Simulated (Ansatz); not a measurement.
Abridged output of a molecular run in Ansatz:

```
Functional definition: HF
1440 factors; integrals over basis functions are off by at most 5.1e-4 eV
mean field evaluation 1: about -14691.2891 eV, gradient 9.3e1 eV
mean field evaluation 2: about -14691.5584 eV, gradient 9.4e1 eV
mean field evaluation 4: about -14705.8405 eV, gradient 2.0e1 eV
mean field evaluation 8: about -14706.5133 eV, gradient 1.4e0 eV
mean field evaluation 16: about -14706.5189 eV, gradient 2.5e-6 eV
mean field -14706.51891429 eV, -540.4546016638 hartree, gradient 2.4e-6 eV, S^2 0.000000; 0 other end points of the search recorded, 0 dependent functions left out; unrestricted orbitals would lower it
5 core orbitals not correlated: weight in the atoms' cores, before any rotation towards them, 1.000 or more for the frozen orbitals, at most 0.000 for the correlated occupied ones
reference -14706.51891429 eV, -540.4546016638 hartree; 24, 24 occupied and 182, 182 virtual orbitals, 1440 factors
second order -50.69089387 eV of doubles, -0.00000000 eV of singles
cycle   1  -45.24926578 eV  change     5.4e0 eV  update   3.6e-1
cycle   2  -47.81837867 eV  change    -2.6e0 eV  update   2.9e-1
cycle   3  -48.23211680 eV  change   -4.1e-1 eV  update   5.2e-2
cycle   4  -48.30933369 eV  change   -7.7e-2 eV  update   2.7e-2
cycle   5  -48.25207371 eV  change    5.7e-2 eV  update   7.5e-3
cycle   6  -48.24702776 eV  change    5.0e-3 eV  update   3.0e-3
cycle   7  -48.24969960 eV  change   -2.7e-3 eV  update   1.2e-3
cycle   8  -48.24958799 eV  change    1.1e-4 eV  update   8.2e-4
cycle   9  -48.24895342 eV  change    6.3e-4 eV  update   2.7e-4
cycle  10  -48.24916830 eV  change   -2.1e-4 eV  update   1.5e-4
cycle  11  -48.24931786 eV  change   -1.5e-4 eV  update   6.0e-5
cycle  12  -48.24920013 eV  change    1.2e-4 eV  update   2.7e-5
cycle  13  -48.24919574 eV  change    4.4e-6 eV  update   1.3e-5
perturbative correction -2.48387491 eV, -0.0912807193 hartree
Total energy: -14757.25198494 eV, -542.3190076219 hartree
```

Its atoms:

```xyz
6

O    -0.420   -1.723    0.003
Mo   -0.025   -0.103    0.000
F     1.437   -0.321    1.040
F    -1.583    0.416    0.756
F     0.163   -0.015   -1.795
F     0.428    1.747   -0.004
```

(1) Which basis set was used?
A. def2-TZVPP
B. cc-pV(D+d)Z
C. def2-TZVPPD
D. def2-SVP

(2) Write the keys of the input that set method, charge and spin (a neutral closed shell needs none for the last two).

## Answers

(1) A. It gives 211 functions.

(2) 
```yaml
correlation: {method: ccsd_t}
```
